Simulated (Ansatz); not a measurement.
`CC[SiH](F)S` → `[CH2]` (triplet) + `C[SiH](F)S` at 500 K and 1 bar (formal loss of a carbene).

Calculated with Ansatz (gas phase, PBE0-D4/def2-TZVP geometries, no zero-point term in ΔE). CCSD(T)/CBS is the MP2 limit (def2-TZVPP, def2-QZVPP) plus CCSD(T) − MP2 in def2-TZVPP, frozen cores. This one scheme is used for every species. Triplets are unrestricted, without spin–orbit coupling. One conformer a species, not always the lowest.

| species | CCSD(T)/CBS energy (Eh) | H − E (kJ/mol) | S (J/(mol·K)) |
| --- | --- | --- | --- |
| `CC[SiH](F)S` | -867.07645 | 280.0 | 434.0 |
| `[CH2]` (triplet) | -39.09499 | 62.7 | 213.9 |
| `C[SiH](F)S` | -827.81979 | 195.3 | 387.8 |

H − E and S are ideal-gas, rigid-rotor, harmonic terms from PBE0-D4/def2-TZVP, for one conformer and one mirror image of each species, with the whole ground term of open shells counted as degenerate. 1 Eh = 2625.50 kJ/mol, R = 8.31446 J/(mol·K).

Task: By hand: ΔE, ΔH, ΔS and ΔG.

Result: ΔE = (-39.09499) + (-827.81979) − (-867.07645) = 0.16167 Eh = 424.5 kJ/mol. Δ(H − E) = 62.7 + 195.3 − 280.0 = -22.0, so ΔH = 402.5 kJ/mol. ΔS = 213.9 + 387.8 − 434.0 = 167.7 J/(mol·K). ΔG = 402.5 − 500 × (167.7)/1000 = 318.6 kJ/mol.

Task: By hand: the equilibrium constant, and the temperature at which ΔG would vanish if ΔH and ΔS stayed fixed.

Result: log₁₀ K = −ΔG/(RT ln 10) = -33.3. ΔG = 0 at ΔH/ΔS = 2400 K.

The number of gas molecules changes by +1, which sets the sign of ΔS. A doubt of 5 kJ/mol in ΔE shifts log₁₀ K by 0.5 here. Other conformers and mirror images would add mixing entropy, several J/(mol·K) or more a flexible species. A triplet takes part, so the spin changes. These are equilibria of isolated gas molecules and say nothing of rates. Largest T1 diagnostic: 0.011 (customary marks: 0.02 for closed shells, 0.045 for open ones).
